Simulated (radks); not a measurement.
Coulomb parameter of the 3d shell of the vanadium ion V+ in the model configuration [Ar] 3d3 4s1, as a second difference U = [E(n + 0.5) + E(n - 0.5) - 2 E(n)] / (0.5)^2 with all orbitals relaxed. "Bare": the charge of the atom changes with n. "Screened": the 4s shell takes up the change at fixed total charge, which measures U(3d,3d) + U(4s,4s) - 2 U(3d,4s). Method: Dirac Kohn-Sham, LDA (Slater exchange, Perdew-Wang correlation), spin-unpolarised, spherical densities, point nucleus; open shells are shared between the two j in proportion to 2j + 1; computed with a radial shooting solver on a logarithmic mesh with Libxc functionals.

case              configuration  E - E(n) (eV)
start              [Ar] 3d3 4s1          0.000
bare +0.5        [Ar] 3d3.5 4s1         -4.991
bare -0.5        [Ar] 3d2.5 4s1          8.083
screened +0.5  [Ar] 3d3.5 4s0.5         -0.561
screened -0.5  [Ar] 3d2.5 4s1.5          1.241

U(bare) = 12.368 eV, U(screened by 4s) = 2.720 eV.
